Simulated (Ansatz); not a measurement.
Which is lower?

The two ends of one reaction step of SiH3SF3, closed shell (PBE0-D4/def2-TZVP).

A:

```
8
angstrom
Si -1.1586 0.5943 -0.0975
H -1.6122 -0.6822 0.4424
F -0.4418 0.4277 -1.4910
F -2.3938 1.5473 -0.3242
F -0.1759 1.3379 0.8847
H 2.1648 -0.4746 0.9806
S 1.6566 -1.5835 0.4218
H 1.9608 -1.1670 -0.8169
```

B:

```csv
atom,x (Å),y (Å),z (Å)
Si1,-0.0582,0.7391,-0.5548
H2,-1.4305,-2.1900,0.8980
F3,-0.9638,-0.2407,-1.3849
F4,-0.8499,1.1791,0.7317
F5,0.1669,2.0502,-1.3958
H6,-0.8502,-2.1282,1.3634
S7,1.7300,-0.2511,-0.1206
H8,2.2557,0.8415,0.4628
```

Computed with Ansatz 0.2.0 (basis: def2-TZVPP); correlated methods freeze the cores. B3LYP uses VWN-RPA correlation.

Which structure is lower at CCSD(T), and by how much? (Judge from chemistry; the value comes from the calculation.)

By the calculation: B, by 0.220 eV (electronic energy, against the other). By their contacts, A is a complex of SiHF₃ ([F][SiH]([F])[F]) + H₂S and B is a complex of SiHSF₃ ([F][Si]([F])([F])[SH]) + H₂.

All methods give the same order:

| method | E(B) − E(A) (eV) |
| --- | --- |
| SPW92 | -0.256 |
| PBE-D4 | -0.307 |
| BLYP-D4 | -0.250 |
| r2SCAN-D4 | -0.324 |
| B97M-V | -0.306 |
| PBE0-D4 | -0.279 |
| B3LYP-D4 | -0.224 |
| r2SCAN0-D4 | -0.292 |
| BHLYP-D4 | -0.186 |
| CAM-B3LYP-D4 | -0.184 |
| wB97X-V | -0.242 |
| wB97M-V | -0.256 |
| B2PLYP | -0.219 |
| PBE-QIDH | -0.271 |
| RPA on PBE | -0.179 |
| HF | -0.084 |
| MP2 | -0.285 |
| CCSD | -0.179 |
| CCSD(T) | -0.220 |

The T1 diagnostic stays at or below 0.012.

Labels in which every atom is bracketed show which atoms are joined, not bond orders.

For scale, one of the runs: CCSD(T)/def2-TZVPP, 219 basis functions (an equivalent command: `ansatz run in.yaml --threads 4`). Hardware: 4 CPU threads, shared host. Wall time 77 s; peak host memory 3.4 GiB.
